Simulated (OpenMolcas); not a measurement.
**Ce3+: ligand-field states by method**

Ce3+ with 6 ligands (oxide) in trigonal prismatic coordination (D3h) at 2.39 Å, a polar angle of 50.1° against the regular 49.1°. A charge of +1.5 e stands 2.6 Å behind each ligand. Ligand basis ANO-RCC-VDZP.
```
Ce    0.0000    0.0000    0.0000
O     1.8330    0.0000    1.5336
O    -0.9165    1.5875    1.5336
O    -0.9165   -1.5875    1.5336
O     1.8330    0.0000   -1.5336
O    -0.9165    1.5875   -1.5336
O    -0.9165   -1.5875   -1.5336
```

```
Program             : OpenMolcas 26.06
Basis               : ANO-RCC-VTZP [8s7p5d3f2g1h]
Scalar Hamiltonian  : DKH2, point nucleus
Active space        : 1 electron in 7 orbitals (4f)
State averaging     : 2S+1 = 2 odd, 7 roots
Spin-orbit coupling : state interaction with AMFI integrals over the reference wave functions
```

I. CASSCF
II. SS-CASPT2, IPEA 0.25 Eh, imaginary shift 0.1 Eh (closed shells correlated: 5s 5p and the ligand valence shells)

Spin-free states (labels of D3, the rotations of D3h) in cm-1, each column counted from its own energy of the first state listed:

```json
{"State": "2A1", "Degeneracy": "1", "I": "0", "II": "0"}
{"State": "2A2", "Degeneracy": "1", "I": "184", "II": "350"}
{"State": "2A2", "Degeneracy": "1", "I": "410", "II": "140"}
{"State": "2E", "Degeneracy": "2", "I": "663", "II": "310"}
{"State": "2E", "Degeneracy": "2", "I": "1056", "II": "1130"}
```

With spin-orbit coupling the lowest J multiplet is 736 (I), 588 (II) cm-1 wide, a factor of 0.80 from I to II.

χT at 300 K: I 0.68, II 0.66 cm3 K/mol.

Roots that are degenerate in the reference are averaged as groups; the widest CASPT2 spread within a group is 100 cm-1 (the 2-fold group of multiplicity 2 near 1130 cm-1 above the lowest state of its run, II). Shifts and gaps below about the spread of the groups concerned are not significant. Over all roots computed the reference weight is 0.59 in II; a low but even weight reflects the number of correlated electrons. The oxide ions are held by bare point charges, a crude embedding. Splittings of an f shell from a small cluster at a set distance can be off by tens of per cent, mostly too small (holds for II). No measured value stands beside these numbers; the geometry was imposed, not optimised, and the real ion may take another.
